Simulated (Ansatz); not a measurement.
`S[CH2][SbH2]` + HCl → `[Cl][SbH2]` + CH₃SH at 298.15 K and 1 bar (ligand exchange at the Sb–C bond).

Computed with Ansatz on PBE0-D4/def2-TZVP structures; ΔE is electronic, products minus reactants. CCSD(T)/CBS adds triple-zeta CCSD(T) − MP2 to the extrapolated MP2 energy (def2 sets, frozen cores). This one scheme is used for every species. def2 core potentials past Kr. For Sb outer-core shells are correlated without core-valence functions, which leaves a few kJ/mol of doubt a bond. One conformer a species, not always the lowest.

```
       species  CCSD(T)/CBS energy (Eh)  H − E (kJ/mol)  S (J/(mol·K))
`S[CH2][SbH2]`               -678.82327           148.5          332.3
           HCl               -460.38127            26.6          186.8
  `[Cl][SbH2]`               -701.00845            49.9          278.7
         CH₃SH               -438.22835           133.0          253.2
```

H − E and S are ideal-gas, rigid-rotor, harmonic terms from PBE0-D4/def2-TZVP, for one conformer and one mirror image of each species. 1 Eh = 2625.50 kJ/mol, R = 8.31446 J/(mol·K).

Task: By hand: ΔE, ΔH, ΔS and ΔG.

Result: ΔE = (-701.00845) + (-438.22835) − (-678.82327) − (-460.38127) = -0.03226 Eh = -84.7 kJ/mol. Δ(H − E) = 49.9 + 133.0 − 148.5 − 26.6 = 7.8, so ΔH = -76.9 kJ/mol. ΔS = 278.7 + 253.2 − 332.3 − 186.8 = 12.8 J/(mol·K). ΔG = -76.9 − 298.15 × (12.8)/1000 = -80.7 kJ/mol.

Task: By hand: the equilibrium constant, and the temperature at which ΔG would vanish if ΔH and ΔS stayed fixed.

Result: log₁₀ K = −ΔG/(RT ln 10) = 14.1. ΔH and −TΔS have one sign here, so there is no such temperature.

The number of gas molecules stays the same, so ΔS is small and ΔH decides. A doubt of 5 kJ/mol in ΔE shifts log₁₀ K by 0.9 here. Other conformers and mirror images would add mixing entropy, several J/(mol·K) or more a flexible species. These are equilibria of isolated gas molecules and say nothing of rates. Largest T1 diagnostic: 0.013 (customary marks: 0.02 for closed shells, 0.045 for open ones).

ΔS is within the doubt of such terms, so its sign, and with it that verdict, could turn.
